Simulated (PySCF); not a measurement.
From orbital energies to excitation energies

Compound: C₅H₆FNS.
Z-matrix (Å and degrees, GFN2-xTB geometry), rows numbered from 1:
```
C 
C   1  1.5283
C   2  1.4872  1  111.60
S   3  1.7236  2  124.07  1    55.96
N   4  1.6301  3   94.86  2  -179.40
C   5  1.3046  4  111.43  3    -0.03
C   3  1.3717  2  129.03  1  -123.25
F   7  1.3425  3  123.78  2    -0.60
H   1  1.0877  2  110.34  3   -60.45
H   1  1.0867  2  110.09  3   179.52
H   1  1.0875  2  110.51  3    59.64
H   2  1.0925  1  110.17  3  -120.49
H   2  1.0938  1  109.22  3   120.98
H   6  1.0751  5  119.89  4   179.95
```

Level of theory: TDDFT PBE0/def2-SVPD, vertical, gas phase, core orbitals frozen in the response in PySCF 2.14.0, density-fitted response routines.

Orbital energies (eV): HOMO-3 -10.15, HOMO-2 -8.43, HOMO-1 -7.78, HOMO -7.46, LUMO -1.12, LUMO+1 -0.08, LUMO+2 0.69.

Computed singlets:

```
state  E (eV)       f
   S1    5.55   0.122
   S2    5.56  0.0044
   S3    5.92   0.021
   S4    5.93   0.068
   S5    6.17  0.0014
   S6    6.90  0.0095
```

Q: Assign a leading configuration to S1, S2, S3, S4, S5 and S6 and set E beside the orbital difference Δε.

A: 

```
state  leading configuration  weight  Δε (eV)  E (eV)  E − Δε (eV)       f  other configurations
   S1              HOMO→LUMO    0.91     6.34    5.55        -0.79   0.122                     –
   S2            HOMO-2→LUMO    0.97     7.31    5.56        -1.74  0.0044                     –
   S3            HOMO→LUMO+1    0.65     7.38    5.92        -1.46   0.021           H-1→L (21%)
   S4            HOMO-1→LUMO    0.69     6.66    5.93        -0.73   0.068           H→L+1 (23%)
   S5          HOMO-1→LUMO+1    0.86     7.71    6.17        -1.54  0.0014                     –
   S6          HOMO-2→LUMO+1    0.89     8.35    6.90        -1.45  0.0095                     –
```

E − Δε runs from -1.74 to -0.73 eV. By orbital difference alone the order would be S1, S4, S2, S3, S5, S6.

Triplets, Tamm–Dancoff:

```json
{"state": "T1", "E (eV)": "3.90", "λ (nm)": "318.3", "main configurations (H = HOMO, L = LUMO)": "H→L (59%), H-1→L (35%)"}
{"state": "T2", "E (eV)": "4.25", "λ (nm)": "291.8", "main configurations (H = HOMO, L = LUMO)": "H-1→L (60%), H→L (38%)"}
```

Summed over the main configurations (up to three a state, each over 8%) of all 6 singlets, the electron leaves HOMO-2 with weight 1.86, HOMO with weight 1.80 and HOMO-1 with weight 1.77.

One conformer stands for the species.
